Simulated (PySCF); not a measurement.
**Magnesium: a sound run and one with changed settings**

Sound run: Mg²⁺ [Ne], Mg³⁺ [He] 2s2 2p5. Computed with PySCF 2.14 in def2-SVP (4s3p1d, 18 functions), with no relativity, point nucleus. In the sound run the correlated levels freeze [He] 2s2. The sound run starts from symmetry-adapted Hartree-Fock orbitals and uses a fine grid where one is needed.

Changed run: scalar relativity by spin-free X2C-1e. This setting is unsound on purpose.

```tsv
species	method	sound run (hartree)	changed run (hartree)	converged
Mg²⁺	UHF	-198.75593	-199.03562	yes
Mg²⁺	r2SCAN	-199.14384	-199.42334	yes
Mg²⁺	PBE	-199.03188	-199.31121	yes
Mg²⁺	MP2	-198.75984	-199.03949	yes
Mg²⁺	CCSD(T)	-198.75992	-199.03956	yes
Mg³⁺	UHF	-195.78206	-196.05793	yes
Mg³⁺	r2SCAN	-196.10960	-196.38540	yes
Mg³⁺	PBE	-196.00362	-196.27934	yes
Mg³⁺	MP2	-195.78302	-196.05888	yes
Mg³⁺	CCSD(T)	-195.78308	-196.05893	yes
```

Ionisation energy of Mg²⁺:

```json
{"method": "UHF", "sound run (eV)": "80.923", "changed run (eV)": "81.027"}
{"method": "r2SCAN", "sound run (eV)": "82.566", "changed run (eV)": "82.667"}
{"method": "PBE", "sound run (eV)": "82.403", "changed run (eV)": "82.501"}
{"method": "MP2", "sound run (eV)": "81.003", "changed run (eV)": "81.107"}
{"method": "SCS-MP2", "sound run (eV)": "80.998", "changed run (eV)": "81.101"}
{"method": "CCSD", "sound run (eV)": "81.002", "changed run (eV)": "81.105"}
{"method": "CCSD(T)", "sound run (eV)": "81.004", "changed run (eV)": "81.107"}
```

Most of the change in total energy is the relativistic energy itself. On top of that the contraction fixes the core shape for the Hamiltonian it was made with, so the changed run is not a good calculation with the other Hamiltonian either.

For comparison, NIST gives 80.144 eV between the lowest levels.
